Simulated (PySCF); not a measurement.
C₄H₅F₃N (charge +1).
Numbering: `[CH3:1][N+:2]#[C:3][CH2:4][C:5]([F:6])([F:7])[F:8]` (hydrogens: H9, H10, H11 on C1; H12, H13 on C4)

Structure used (GFN2-xTB), in Å, numbered top down from 1:
```xyz
13
C4H5F3N angstrom
C      2.4384    0.6490    0.7864
N      1.2802    0.0945    0.3146
C      0.3176   -0.3842   -0.0904
C     -0.9110   -0.9050   -0.5555
C     -2.0850    0.0481   -0.1713
F     -3.2272   -0.4435   -0.6070
F     -2.1515    0.1927    1.1486
F     -1.8997    1.2510   -0.7059
H      2.2825    0.9958    1.8116
H      2.7210    1.4957    0.1550
H      3.2369   -0.0976    0.7737
H     -0.8982   -1.0077   -1.6493
H     -1.1085   -1.8883   -0.1069
```

Computed at B3LYP/pcJ-1 (PySCF, non-relativistic), with Q(14N) = 0.02044 b: N2, 14N (I = 1): χzz = 0.207 MHz, η = 0.817.

**Question.** Where would the pure quadrupole (NQR) lines of 14N at N2 fall for the rigid, isolated species?

**Answer.** From ν± = (3/4)|χ|(1 ± η/3) and ν0 = |χ|η/2: ν+ 0.197 MHz, ν− 0.113 MHz, ν0 0.084 MHz (nitrogen bonded to 2 C).

In a crystal, neighbours and librations shift these lines. GFN2-xTB bond lengths can be off by several hundredths of an ångström, more for odd bonds, and the gradients follow them. With a basis this small, the couplings can be 20 % off.
